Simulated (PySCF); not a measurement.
CH6O3Si2, SMILES [SiH2](C(=O)[SiH2]O)O.

Geometry optimised at ωB97X-D3(BJ)/def2-SVP. The structure was generated by enumeration, and PubChem lists no compound with its InChIKey, so it may never have been made. The values are those of a single conformer.

Method: PySCF 2.14.0 with ωB97X-D3(BJ)/def2-SVP.

Frequencies are harmonic and unscaled.

| mode | ν (cm⁻¹) | IR (km/mol) | Raman (Å⁴/amu) | depolarisation | moving atoms (share of kinetic energy) |
|---|---|---|---|---|---|
| 1 | 60 | 0.0 | 0.3 | 0.75 | Si 37 %, O 35 %, H 28 % |
| 2 | 65 | 2.9 | 0.1 | 0.75 | O 88 % |
| 3 | 125 | 7.0 | 0.5 | 0.55 | O 63 %, Si 13 %, H 12 %, C 12 % |
| 4 | 215 | 20.4 | 0.7 | 0.75 | O 68 %, Si 17 %, H 14 % |
| 5 | 251 | 9.5 | 5.6 | 0.34 | O 49 %, Si 37 %, H 11 % |
| 6 | 255 | 0.6 | 0.8 | 0.75 | H 53 %, C 38 %, O 9 % |
| 7 | 415 | 0.0 | 1.1 | 0.75 | H 95 % |
| 8 | 417 | 34.3 | 3.1 | 0.75 | O 55 %, Si 40 % |
| 9 | 445 | 208.1 | 0.3 | 0.75 | H 85 %, O 11 % |
| 10 | 499 | 48.6 | 11.7 | 0.11 | Si 48 %, O 27 %, C 18 % |
| 11 | 504 | 0.0 | 13.8 | 0.75 | H 85 %, Si 13 % |
| 12 | 724 | 111.4 | 5.9 | 0.75 | H 61 %, C 17 %, Si 17 % |
| 13 | 728 | 0.0 | 20.1 | 0.75 | H 90 % |
| 14 | 741 | 18.5 | 3.2 | 0.75 | H 73 %, C 25 % |
| 15 | 780 | 106.0 | 22.7 | 0.75 | H 78 %, C 19 % |
| 16 | 828 | 96.7 | 0.7 | 0.17 | H 79 %, O 19 % |
| 17 | 883 | 335.3 | 0.4 | 0.75 | O 54 %, C 16 %, H 16 %, Si 14 % |
| 18 | 923 | 18.9 | 12.6 | 0.32 | O 45 %, Si 33 %, H 22 % |
| 19 | 948 | 102.8 | 2.3 | 0.75 | H 58 %, O 16 %, Si 15 %, C 10 % |
| 20 | 984 | 67.6 | 4.6 | 0.75 | H 84 %, Si 9 % |
| 21 | 1003 | 316.3 | 24.3 | 0.71 | H 86 %, Si 10 % |
| 22 | 1014 | 2.8 | 2.5 | 0.75 | H 85 %, Si 9 % |
| 23 | 1019 | 305.2 | 0.3 | 0.75 | H 42 %, C 38 %, Si 17 % |
| 24 | 1722 | 70.4 | 16.2 | 0.63 | C 57 %, O 42 % |
| 25 | 2264 | 0.0 | 24.3 | 0.75 | H 96 % |
| 26 | 2269 | 274.0 | 117.8 | 0.75 | H 96 % |
| 27 | 2269 | 23.2 | 19.1 | 0.75 | H 98 % |
| 28 | 2276 | 145.1 | 345.0 | 0.06 | H 98 % |
| 29 | 3803 | 75.7 | 0.5 | 0.75 | H 94 % |
| 30 | 3806 | 155.0 | 81.4 | 0.13 | H 94 % |
